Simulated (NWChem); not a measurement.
# AlHF2; SMILES [F][AlH][F]

```xyz
4

Al     0.0000     0.0000    -0.4149
H      0.0000     0.0000    -1.9775
F     -1.4143     0.0000     0.4439
F      1.4143     0.0000     0.4439
```
Atoms are numbered in this order, from 1.

All runs: NWChem. Pople sets run with spherical d functions. Structure relaxed at the PBE0/def2-SVP level. Atomic charges in e: unrestrained fits to the electrostatic potential beside Mulliken populations; the two definitions need not agree.

For level Hartree-Fock/6-31G*:

```yaml
ESP Al1: 1.31
Mulliken Al1: 1.35
Mulliken F3: -0.60
Mulliken F4: -0.60
```

Q: What are these values for level B3LYP/def2-SVP?

A: 
| Item | Value |
|---|---|
| ESP Al1 | 1.16 |
| Mulliken Al1 | 0.95 |
| Mulliken F3 | -0.39 |
| Mulliken F4 | -0.39 |
